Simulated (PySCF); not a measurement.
1-chlorobuta-1,2-diene (C₄H₅Cl), SMILES CC=C=CCl.

Coordinates come from a B3LYP-D3(BJ)/def2-SVP optimisation.

The numbers are results of TDDFT-PBE/def2-SVPD in PySCF, not measurements.

Vertical excitations. 

Computed UV-visible absorptions:
```csv
state,energy (eV),λ (nm),f,main pairs
S1,4.60,270,0.000,HOMO→LUMO 99 %
S2,5.75,215,0.000,HOMO−1→LUMO+1 85 %
S3,5.78,215,0.001,"HOMO→LUMO+1 43 %, HOMO−1→LUMO 27 %, HOMO−1→LUMO+1 14 %"
S4,5.89,210,0.005,HOMO−2→LUMO 95 %
S5,6.25,198,0.176,"HOMO→LUMO+2 65 %, HOMO−1→LUMO 26 %"
S6,6.44,193,0.000,HOMO−2→LUMO+1 100 %
S7,6.58,189,0.363,"HOMO→LUMO+3 31 %, HOMO→LUMO+2 23 %, HOMO−1→LUMO 18 %, HOMO→LUMO+1 17 %"
S8,6.88,180,0.001,"HOMO−1→LUMO+2 71 %, HOMO→LUMO+3 18 %"
S9,6.93,179,0.343,"HOMO→LUMO+3 44 %, HOMO−1→LUMO+2 16 %, HOMO→LUMO+1 13 %, HOMO−1→LUMO 11 %"
S10,7.10,175,0.011,HOMO→LUMO+4 86 %
T1,4.17,297,0,"HOMO−1→LUMO 80 %, HOMO→LUMO+1 17 %"
T2,4.20,295,0,HOMO→LUMO 99 %
T3,4.38,283,0,"HOMO→LUMO+1 79 %, HOMO−1→LUMO 18 %"
T4,5.40,229,0,HOMO−1→LUMO+1 98 %
```
Triplets are in the Tamm–Dancoff approximation, which puts them higher than full response would, so one can lie above its singlet here.
